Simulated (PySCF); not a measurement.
A calculated (wB97X-V, PySCF 2.14, x2c-TZVPPall with one added diffuse shell each of s, p, d, f type, scalar relativity by spin-free X2C-1e) atom or ion has these occupied shells.

```tsv
shell	electrons	orbital energy (eV)	rms radius, mean of both spins (bohr)
1s α	1	-33012.7	0.0311
1s β	1	-33012.7	0.0311
2s β	1	-5140.8	0.127
2s α	1	-5140.7	0.127
2p α	3	-4618.8	0.113
2p β	3	-4618.8	0.113
3s β	1	-1065.8	0.335
3s α	1	-1065.7	0.335
3p α	3	-895.63	0.336
3p β	3	-895.59	0.336
3d α	5	-639.29	0.314
3d β	5	-639.27	0.314
4s β	1	-211.23	0.787
4s α	1	-211.23	0.787
4p α	3	-157.42	0.844
4p β	3	-157.35	0.844
4d α	5	-77.729	0.991
4d β	5	-77.673	0.991
5s β	1	-40.484	1.99
5p α	3	-28.611	2.34
5p β	1	-28.415	2.34
```

Question: Name the element and its charge.

Answer: I²⁺ (iodine, charge +2), in [Kr] 4d10 5s1 5p4, 5s spin antiparallel (an excited configuration).
